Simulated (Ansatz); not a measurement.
Geometry optimisation, RKS PBE0/def2-SVP in Ansatz 0.2.0.

input.yaml

```yaml
crystal:
  periodic: [false, false, false]
  atoms:
    - { symbol: C, position_ang: [-1.6007, 0.4992, -0.3826] }
    - { symbol: Si, position_ang: [-0.5576, -0.9478, -0.2399] }
    - { symbol: C, position_ang: [0.7744, -0.8678, 0.8638] }
    - { symbol: Si, position_ang: [1.9044, 0.4334, 0.2534] }
    - { symbol: F, position_ang: [2.6259, 1.09422, 1.54149] }
    - { symbol: H, position_ang: [-1.8345, 1.0192, 0.5803] }
    - { symbol: H, position_ang: [-1.1803, 1.3056, -1.0429] }
    - { symbol: H, position_ang: [-2.5799, 0.2843, -0.8271] }
    - { symbol: H, position_ang: [-0.2011, -1.4989, -1.5233] }
    - { symbol: H, position_ang: [1.3386, -1.8209, 0.9795] }
    - { symbol: H, position_ang: [0.4898, -0.6903, 1.9323] }
    - { symbol: H, position_ang: [2.88859, 0.04654, -0.73592] }
basis:
  gaussian: { orbitals: def2-SVP }
hamiltonian:
  xc: pbe0
relax:
  f_tol: 0.015
  max_steps: 40
```

Launched with:

```bash
$ ansatz run input.yaml --threads 2 --pin off --max-ram 3072MiB --backend cpu --events-out ev --progress --plain --runs-dir out
```

Where does it end, and by what steps?

It converged. After 14 steps the energy has fallen by 3.045 eV; Si2 moved furthest, 0.87 Å.

| step | energy less start (eV) | largest force component (eV/Å) | accepted |
| --- | --- | --- | --- |
| 0 | 0.0000 | 4.144 | yes |
| 1 | -1.2236 | 2.340 | yes |
| 2 | -2.0930 | 1.676 | yes |
| 3 | -2.5445 | 1.330 | yes |
| 4 | -2.8192 | 1.096 | yes |
| 5 | -2.9611 | 0.801 | yes |
| 6 | -3.0208 | 0.269 | yes |
| 7 | -3.0354 | 0.113 | yes |
| 8 | -3.0404 | 0.167 | yes |
| 9 | -3.0427 | 0.039 | yes |
| 10 | -3.0433 | 0.051 | yes |
| 11 | -3.0441 | 0.025 | yes |
| 12 | -3.0443 | 0.023 | yes |
| 13 | -3.0445 | 0.016 | yes |
| 14 | -3.0446 | 0.011 | yes |

```xyz
12
Properties=species:S:1:pos:R:3
C -1.618 0.628 -0.325
Si -0.045 -0.349 -0.615
C 0.798 -1.101 0.949
Si 1.973 0.182 0.235
F 2.221 1.502 1.162
H -1.505 1.289 0.548
H -1.854 1.255 -1.198
H -2.468 -0.049 -0.143
H -0.107 -1.262 -1.795
H 1.084 -2.161 0.983
H 0.301 -0.801 1.886
H 3.287 -0.275 -0.288
```

Whether the end is a true minimum wasn't checked by a vibrational analysis.

Run time: 35 s on 2 threads of Intel(R) Xeon(R) Platinum 8488C (Sapphire Rapids), on a shared host, peak memory 0.27 GiB.
